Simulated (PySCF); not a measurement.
# Potential energy of NdF along the bond

Set-up: PySCF, spin-free X2C with a Gaussian nucleus, basis sets Nd x2c-SVPall, F x2c-SVPall. Energies in eV from Nd (4f4 6s2) + F in their ground configurations at the same level. State: sextet, about 4.0 electrons in the 4f shell (Mulliken), real f orbitals that mix terms.

All columns are PBE. A positive dipole means Nd(−)F(+).

| R (Å) | E (eV) | μ (D) | Mulliken charge on Nd (basis-dependent) | HOMO (eV) | LUMO (eV) | Mayer bond order | ⟨S²⟩ |
| --- | --- | --- | --- | --- | --- | --- | --- |
| 1.776 | -5.496 | -1.04 | 0.17 | -1.24 | -1.94 | 1.35 | 8.75 |
| 1.859 | -6.057 | -1.35 | 0.23 | -1.27 | -1.95 | 1.29 | 8.75 |
| 1.941 | -6.377 | -1.89 | 0.28 | -1.49 | -2.02 | 1.24 | 8.75 |
| 2.003 | -6.487 | -2.26 | 0.31 | -1.63 | -2.08 | 1.21 | 8.75 |
| 2.065 | -6.514 | -2.61 | 0.33 | -1.75 | -2.13 | 1.17 | 8.75 |
| 2.127 | -6.475 | -2.94 | 0.36 | -1.87 | -2.19 | 1.14 | 8.75 |
| 2.210 | -6.348 | -3.36 | 0.38 | -2.02 | -2.27 | 1.11 | 8.75 |
| 2.313 | -6.107 | -3.86 | 0.41 | -2.19 | -2.36 | 1.07 | 8.75 |
| 2.437 | -5.747 | -4.44 | 0.43 | -2.37 | -2.47 | 1.03 | 8.75 |
| 2.602 | -5.218 | -5.17 | 0.46 | -2.60 | -2.62 | 0.99 | 8.75 |

A fit through these points gives, at Re = 2.056 Å, μ = -2.56 D and dμ/dR = -5.51 D/Å; the reduced mass is 16.76 u.

How strong is the fundamental in the double-harmonic approximation, I = 42.26·(dμ/dR)²/μred km/mol?

I = 42.26·(-5.51)²/16.76 = 76.6 km/mol at PBE.

Spin–orbit coupling is left out, which matters for elements this heavy, above all for dissociation energies. Counting both spins, an empty level lies below a filled one in this solution, because spin and occupation are held. The state is the lowest single determinant that the PBE0 search found; with open d or f shells the true ground state can be another one.
